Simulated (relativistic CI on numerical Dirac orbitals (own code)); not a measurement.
A ladder of approximations for the levels of Bi³⁺

Calculated with a relativistic CI code on KLI orbitals (one set per configuration, finite nucleus), adding one ingredient at a time: step 1, Dirac-Coulomb, each configuration alone; step 2, with Breit and QED terms; step 3, with configuration mixing; step 4, with scaled Slater integrals (0.85); step 5, with a P86 correlation estimate; step 6, tied to the ionisation limit. P86 is a density functional for the correlation energy, evaluated here for each configuration and added to its levels. Step 6 is semi-empirical: configurations made of the next ion and one excited electron move by 12583 cm⁻¹, so that their limit matches the tabulated ionisation energy, and those with a non-penetrating f or g electron also take the P86 value of the least penetrating other one.

Configuration list (outside the closed core [Xe] 4f14): 5d10.6s2, 5d10.6s.6p, 5d10.6p2, 5d10.6s.6d, 5d10.6s.7s, 5d10.6s.7p, 5d10.6s.5f, 5d10.6s.8s, 5d10.6s.7d, 5d10.6s.6f, 5d10.6d2, 5d10.5f2, 5d10.6p.6d, 5d9.6s2.5f, 5d9.6s2.6p.

Computed minus measured energy above the ground level, in cm⁻¹, for 10 of the 17 excited levels that pair in every step (one J of a term; a digit in brackets numbers repeated terms):

| Configuration | Term | J | Measured | Step 1 | Step 2 | Step 3 | Step 4 | Step 5 | Step 6 |
| --- | --- | --- | --- | --- | --- | --- | --- | --- | --- |
| 5d10.6s.6p | 3P° | 0 | 70968 | -11689 | -11878 | -7655 | -7030 | -5253 | 7286 |
| 5d10.6s.6p | 1P° | 1 | 114602 | 627 | 165 | -1764 | -5016 | -3160 | 9125 |
| 5d10.6p2 | 3P | 0 | 166552 | -8433 | -8854 | -3330 | -4547 | -1412 | -1409 |
| 5d10.6s.6d | 3D | 1 | 197151 | -11879 | -12535 | -7373 | -8462 | -4247 | 8316 |
| 5d10.6s.7s | 3S | 1 | 197446 | -13399 | -13910 | -8598 | -9699 | -5397 | 7106 |
| 5d10.6s.7s | 1S | 0 | 201581 | -10903 | -11413 | -6871 | -8836 | -4532 | 7747 |
| 5d10.6s.8s | 3S | 1 | 266674 | -15762 | -16362 | -11216 | -12439 | -6172 | 6404 |
| 5d10.6s.7d | 3D | 1 | 267576 | -15155 | -15822 | -10689 | -11921 | -6116 | 6462 |
| 5d10.6s.8s | 1S | 0 | 268191 | -14931 | -15530 | -10121 | -11725 | -5473 | 7063 |
| 5d10.6s.7d | 1D | 2 | 269758 | -14735 | -15415 | -8434 | -10452 | -4711 | 7646 |

Mean absolute errors in cm⁻¹, over all paired levels and for the configurations:

```csv
"Configuration, levels",Step 1,Step 2,Step 3,Step 4,Step 5,Step 6
"all, 17",11922,12425,7834,8930,4788,6786
"5d10.6s.6p, 4",8459,8578,6055,6597,4796,7663
"5d10.6p2, 2",8948,9517,4609,5378,2224,2181
"5d10.6s.6d, 3",11893,12566,7467,8561,4354,8355
"5d10.6s.7s, 2",12151,12662,7735,9267,4964,7427
"5d10.6s.8s, 2",15347,15946,10669,12082,5823,6734
"5d10.6s.7d, 4",15065,15740,10135,11570,5781,6740
```

Measured levels: Moore, Atomic Energy Levels, vol. III, NSRDS-NBS 35 (1971 reprint of NBS Circular 467, 1958). The analysis dates from before 1960.

The mean absolute error is lowest at step 5 (4788 cm⁻¹), and the largest single drop is from step 2 to 3 (12425 to 7834). Mixing lowers the ground level by 5129, with 5d10.6p2 as its largest admixture; relative to it the configurations that move most are 5d10.6s.7d by +5605, 5d10.6s.8s by +5277, 5d10.6s.6d by +5099. Configurations whose own partners of that kind are not in the list rise by much of that lowering, so a short list can trade one imbalance for another. The P86 estimate moves 5d10.6s.8s by +6259, 5d10.6s.7d by +5789, 5d10.6s.7s by +4303, and takes the mean absolute error of the excited configurations from 8930 to 4788. Step 6 takes that error from 4788 to 6786; it grows for 5d10.6s.6p, 5d10.6s.6d, 5d10.6s.7s. The shift fits the limit, so it does little for low levels whose errors differ from those near the limit.
